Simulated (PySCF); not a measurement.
C: excitation energy

C [He] 2s2 2p2 (3P) → C [He] 2s2 2p1 3d1 (high-spin determinant), as a difference of total energies. All numbers are calculated (PySCF 2.14, the spin-free X2C one-electron Hamiltonian (Gaussian nucleus), in aug-cc-pCVTZ-DK with one added diffuse shell each of s, p, d, f type (8s7p5d3f, 75 functions)). Correlated levels: valence: 1s2 frozen. The calculations carry no spin-orbit coupling.

```tsv
method	excitation energy (eV)
UHF	9.592
MP2 (valence)	9.985
SCS-MP2 (valence)	9.865
CCSD (valence)	10.011
CCSD(T) (valence)	9.865
```

How much does correlation contribute at CCSD(T) (valence)?

9.865 − (9.592) = 0.273 eV, measured against UHF.

The promoted electron is Rydberg-like, and one or two diffuse shells describe it only roughly, which tends to raise the upper state.

The coupled-cluster amplitudes are large for the upper state (T1 above 0.03 or a double amplitude above 0.15), so a single reference is strained.

The determinant of the upper state mixes LS terms, which raises its energy above the lowest term, most at the Hartree-Fock and MP2 levels.
